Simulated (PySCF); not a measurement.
## Trend along the halogens: MAs molecules

r²SCAN with triple-zeta basis sets in PySCF, for the lowest determinant that a PBE0 search found; no spin–orbit coupling. De refers to high-spin ground-configuration atoms. A positive dipole means M(−)As(+).

```json
{"M": "F", "basis": "def2-TZVPP", "state (unpaired electrons)": "triplet (π ↑↑)", "Re (Å)": "1.744", "ωe (cm⁻¹)": "689", "De (eV)": "4.33", "μ (D)": "1.52"}
{"M": "Br", "basis": "def2-TZVPPD", "state (unpaired electrons)": "triplet (π ↑↑)", "Re (Å)": "2.298", "ωe (cm⁻¹)": "314", "De (eV)": "2.99", "μ (D)": "0.88"}
{"M": "I", "basis": "x2c-TZVPPall", "state (unpaired electrons)": "triplet (π ↑↑)", "Re (Å)": "2.492", "ωe (cm⁻¹)": "260", "De (eV)": "2.53", "μ (D)": "0.48"}
```

The shortest bond is that of AsF (1.744 Å), the longest that of AsI (2.492 Å). AsF is bound most strongly (4.33 eV) and AsI least (2.53 eV).

The rows differ in basis set, which adds steps of its own.

Down a group the atoms grow and get heavier, so bonds lengthen and wavenumbers fall; this series shows no clear exception.

Spin–orbit coupling is left out, which matters for elements this heavy, above all for dissociation energies. States were picked by a PBE0 search and need not be the measured ground states.
